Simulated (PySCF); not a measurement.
Species: H₆Se, net charge 0, singlet state. SMILES: [SeH6]
Geometry: optimised at B3LYP-D3(BJ)/def2-TZVP (Ansatz).

Dispersion corrections to the total energy (kcal/mol) from the dftd3 and dftd4 libraries through PySCF: D3(BJ) without and D4 with the three-body term, each with the damping fitted for the functional named.

```tsv
functional	D3(BJ)	D4
BHLYP	-2.98	?
PBE0	-1.83	-1.59
HSE06	-1.29	?
TPSS	-2.71	?
BP86	-3.33	-2.46
HF	-22.65	-8.21
TPSSh	-2.44	-2.38
```

Task: Complete the blanks.

Result: 
- BHLYP, D4: -2.15
- HSE06, D4: -1.46
- TPSS, D4: -2.64
